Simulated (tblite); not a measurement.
Species: C₆H₁₄Si₃.
SMILES with atom numbers: `[CH2:1]=[CH:2][SiH2:3][C@@H:4]([SiH3:5])[SiH2:6][C:7]#[C:8][CH3:9]` (hydrogens: H10, H11 on C1; H12 on C2; H13, H14 on Si3; H15 on C4; H16, H17, H18 on Si5; H19, H20 on Si6; H21, H22, H23 on C9)

Computed with GFN2-xTB (tblite), gas phase: L-BFGS steps from a force-field or distance-geometry start until the largest atomic force falls under 0.01 eV/Å.

Step 97: E = -681.6018 eV
```
atom  x, y, z in Å  |  force x, y, z in eV/Å
C1     -3.1508    1.2600    0.4623    0.057   0.008  -0.019
C2     -2.6803    0.9393   -0.7316    0.010  -0.021  -0.007
Si3    -1.1552   -0.1052   -1.1039    0.021  -0.015  -0.007
C4     -0.3730   -0.8958    0.4388    0.012  -0.013   0.016
Si5    -1.4282   -2.2852    1.1928    0.010  -0.009   0.001
Si6     1.4143   -1.4750    0.0986    0.027  -0.008  -0.005
C7      2.4325    0.0450   -0.1419   -0.017  -0.003   0.010
C8      3.0253    1.0885   -0.2513    0.004  -0.004  -0.021
C9      3.7330    2.3395   -0.4113   -0.008  -0.001  -0.008
H10    -2.6842    0.9021    1.3663   -0.002   0.000   0.019
H11    -4.0124    1.8976    0.6022   -0.004  -0.044  -0.004
H12    -3.1919    1.3295   -1.6038   -0.031   0.021   0.007
H13    -1.5326   -1.1661   -2.0524   -0.021   0.014  -0.005
H14    -0.1953    0.7904   -1.7718    0.007   0.006   0.004
H15    -0.2885   -0.1130    1.1993   -0.040   0.016  -0.013
H16    -0.9305   -2.5773    2.5433   -0.010  -0.021  -0.004
H17    -2.8363   -1.8934    1.2905   -0.024   0.003   0.012
H18    -1.3337   -3.5047    0.3827   -0.006   0.033   0.007
H19     1.9729   -2.2174    1.2372   -0.007   0.009   0.046
H20     1.4739   -2.3209   -1.0991   -0.001   0.017  -0.029
H21     4.7931    2.2088   -0.1958    0.002  -0.014   0.015
H22     3.6224    2.6938   -1.4357    0.007   0.022  -0.016
H23     3.3206    3.0862    0.2673    0.015   0.005   0.001
```

Step 98: E = -681.6024 eV
```
atom  x, y, z in Å  |  force x, y, z in eV/Å
C1     -3.1457    1.2588    0.4638    0.059   0.011  -0.039
C2     -2.6784    0.9357   -0.7313   -0.018   0.002   0.007
Si3    -1.1505   -0.1037   -1.1042    0.010  -0.033  -0.003
C4     -0.3740   -0.8946    0.4418    0.009  -0.012   0.009
Si5    -1.4328   -2.2848    1.1907    0.042   0.012   0.016
Si6     1.4137   -1.4743    0.1014   -0.001  -0.006   0.010
C7      2.4308    0.0451   -0.1415   -0.006   0.009   0.006
C8      3.0234    1.0884   -0.2549    0.008  -0.005  -0.018
C9      3.7316    2.3390   -0.4144   -0.010   0.009  -0.006
H10    -2.6739    0.9070    1.3673    0.003  -0.008   0.020
H11    -4.0093    1.8936    0.6067    0.001  -0.048  -0.016
H12    -3.1950    1.3217   -1.6033   -0.023   0.012   0.023
H13    -1.5255   -1.1637   -2.0566   -0.013   0.028   0.010
H14    -0.1911    0.7952   -1.7674    0.011   0.008   0.000
H15    -0.2921   -0.1123    1.2037   -0.036   0.007  -0.027
H16    -0.9359   -2.5791    2.5413   -0.017  -0.017  -0.004
H17    -2.8408   -1.8947    1.2845   -0.033   0.006   0.013
H18    -1.3311   -3.5022    0.3813   -0.011   0.008  -0.012
H19     1.9706   -2.2172    1.2398    0.001   0.006   0.053
H20     1.4704   -2.3199   -1.0955    0.002   0.007  -0.043
H21     4.7916    2.2084   -0.1970   -0.009  -0.014   0.005
H22     3.6210    2.6954   -1.4385    0.013   0.012  -0.004
H23     3.3184    3.0848    0.2652    0.017   0.004  -0.002
```

Step 99: E = -681.6033 eV
```
atom  x, y, z in Å  |  force x, y, z in eV/Å
C1     -3.1407    1.2574    0.4639    0.043   0.014  -0.024
C2     -2.6761    0.9328   -0.7318   -0.037   0.018   0.003
Si3    -1.1471   -0.1041   -1.1049   -0.002  -0.039   0.006
C4     -0.3750   -0.8937    0.4446    0.003  -0.006  -0.002
Si5    -1.4367   -2.2841    1.1895    0.062   0.031   0.030
Si6     1.4134   -1.4729    0.1040   -0.027  -0.006   0.026
C7      2.4294    0.0463   -0.1405   -0.002   0.008   0.002
C8      3.0225    1.0886   -0.2587    0.015   0.009  -0.013
C9      3.7318    2.3390   -0.4168   -0.008   0.013  -0.004
H10    -2.6662    0.9096    1.3676    0.009  -0.012   0.015
H11    -4.0068    1.8886    0.6090    0.008  -0.047  -0.024
H12    -3.1972    1.3168   -1.6024   -0.013   0.003   0.030
H13    -1.5239   -1.1624   -2.0590   -0.004   0.030   0.015
H14    -0.1890    0.7971   -1.7654    0.021   0.009  -0.006
H15    -0.2971   -0.1107    1.2066   -0.027  -0.003  -0.037
H16    -0.9387   -2.5836    2.5385   -0.021  -0.012   0.004
H17    -2.8449   -1.8955    1.2833   -0.035   0.008   0.013
H18    -1.3300   -3.4987    0.3800   -0.016  -0.019  -0.035
H19     1.9686   -2.2156    1.2430    0.005   0.005   0.051
H20     1.4672   -2.3166   -1.0939    0.006  -0.001  -0.047
H21     4.7915    2.2066   -0.1970   -0.022  -0.009  -0.008
H22     3.6218    2.6980   -1.4405    0.021   0.002   0.011
H23     3.3184    3.0839    0.2639    0.018   0.002  -0.006
```

Task: Estimate the geometry and energy of step 100. (The exact step hangs on the optimiser's Hessian estimate; all steps are aligned on step 99, rigid shifts and turns removed.)

Result: E = -681.6042 eV, largest force 0.078 eV/Å
```
atom  x, y, z in Å  |  force x, y, z in eV/Å
C1     -3.1320    1.2596    0.4650    0.022  -0.001  -0.028
C2     -2.6751    0.9275   -0.7318   -0.048   0.032   0.019
Si3    -1.1432   -0.1051   -1.1039   -0.014  -0.034  -0.002
C4     -0.3767   -0.8945    0.4490   -0.005  -0.001  -0.018
Si5    -1.4422   -2.2860    1.1870    0.055   0.038   0.040
Si6     1.4132   -1.4706    0.1090   -0.040  -0.008   0.036
C7      2.4263    0.0499   -0.1383    0.003   0.011  -0.004
C8      3.0208    1.0906   -0.2642    0.004   0.006  -0.002
C9      3.7322    2.3396   -0.4213   -0.002   0.014  -0.001
H10    -2.6536    0.9198    1.3699    0.020  -0.012   0.001
H11    -4.0018    1.8853    0.6107    0.006  -0.034  -0.024
H12    -3.2051    1.3042   -1.6008    0.002  -0.008   0.039
H13    -1.5180   -1.1596   -2.0639    0.005   0.034   0.026
H14    -0.1868    0.8019   -1.7592    0.024   0.003  -0.005
H15    -0.3050   -0.1111    1.2113   -0.014  -0.009  -0.040
H16    -0.9474   -2.5946    2.5351   -0.023  -0.002   0.006
H17    -2.8520   -1.8981    1.2785   -0.009   0.002   0.010
H18    -1.3291   -3.4976    0.3752   -0.022  -0.032  -0.049
H19     1.9694   -2.2108    1.2498    0.003   0.007   0.038
H20     1.4654   -2.3116   -1.0915    0.010  -0.002  -0.035
H21     4.7909    2.2023   -0.1989   -0.021   0.002  -0.018
H22     3.6244    2.7013   -1.4444    0.025  -0.006   0.017
H23     3.3205    3.0845    0.2605    0.017   0.002  -0.007
```

The energy changes by -0.0010 eV. The first-order estimate −F·Δx gives -0.0014 eV and the mean of the old and new forces, exact on a quadratic surface, -0.0010 eV. The step makes an angle of 79° with the force vector and moves no atom by more than 0.016 Å.

The cost below is that of the whole relaxation. On one thread of an Arm Neoverse V1, shared host, this took 2.5 s of wall time.
